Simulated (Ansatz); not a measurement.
`B1CCCS1`. Total charge 0; spin multiplicity 1. Geometry: relaxed with PBE0-D4/def2-TZVP.

```xyz
12

B    -0.532   -1.497   -0.164
C    -1.097   -0.074    0.185
C     0.108    0.817    0.489
C     1.250    0.414   -0.433
S     1.179   -1.407   -0.602
H    -1.115   -2.537   -0.179
H    -1.631    0.285   -0.709
H    -1.837   -0.074    0.990
H     0.419    0.652    1.525
H    -0.112    1.883    0.382
H     1.137    0.841   -1.432
H     2.231    0.698   -0.051
```

(1) What is the dipole moment at ωB97M-V/def2-TZVPP? (An estimate is asked.)

(2) And with PBE, r2SCAN, B3LYP? (Best estimate.)

(3) Give the Mulliken charges with ωB97M-V, r2SCAN, B3LYP in def2-TZVPP. (Estimate.)

Answers

(1) Computed: 1.83 D, with components (-0.26, 1.80, 0.27) D in this frame, pointing from negative to positive charge.

(2) The calculation gave: PBE 1.88 D, r2SCAN 1.95 D, B3LYP 1.84 D.

(3) Ansatz gave: 
```tsv
atom	ωB97M-V	r2SCAN	B3LYP
B1	-0.09	0.02	0.02
C2	-0.23	-0.15	-0.20
C3	-0.19	-0.04	-0.12
C4	-0.19	-0.01	-0.12
S5	-0.08	-0.13	-0.14
H6	0.10	0.02	0.04
H7	0.11	0.05	0.08
H8	0.11	0.05	0.08
H9	0.11	0.04	0.08
H10	0.10	0.03	0.07
H11	0.13	0.06	0.10
H12	0.13	0.06	0.10
```

B3LYP here is the variant with VWN-RPA as its local correlation; programs differ in this.
